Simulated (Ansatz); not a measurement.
Wavefunction ladder for C2H4SSi (`C1=CS[SiH2]1`)

Cartesian coordinates in Å:
```
C -0.075 -0.733 -0.574
C 0.593 -0.959 0.568
S 0.684 0.493 1.597
Si -0.420 1.034 -0.193
H -0.257 -1.462 -1.352
H 1.056 -1.881 0.910
H 0.244 2.073 -1.019
H -1.826 1.435 0.064
```

The species carries charge 0 and has multiplicity 1. Geometry: relaxed with PBE0-D4/def2-TZVP. Frozen core, restricted reference, Ansatz. CBS rows extrapolate triple and quadruple zeta; past MP2 they add the triple-zeta difference.

```json
{"basis": "def2-SVP", "HF (Eh)": "-764.22820", "MP2 corr.": "-0.48322", "CCSD corr.": "-0.52655", "(T)": "-0.02051", "CCSD(T) total": "-764.77526"}
{"basis": "def2-TZVPP", "HF (Eh)": "-764.56084", "MP2 corr.": "-0.60735", "CCSD corr.": "-0.64638", "(T)": "-0.03299", "CCSD(T) total": "-765.24021"}
{"basis": "def2-QZVPP", "HF (Eh)": "-764.58435", "MP2 corr.": "-0.65225", "CCSD corr.": "–", "(T)": "–", "CCSD(T) total": "–"}
{"basis": "CBS(def2)", "HF (Eh)": "-764.58759", "MP2 corr.": "-0.68551", "CCSD corr.": "-0.72454", "(T)": "as TZ", "CCSD(T) total": "-765.34512"}
```
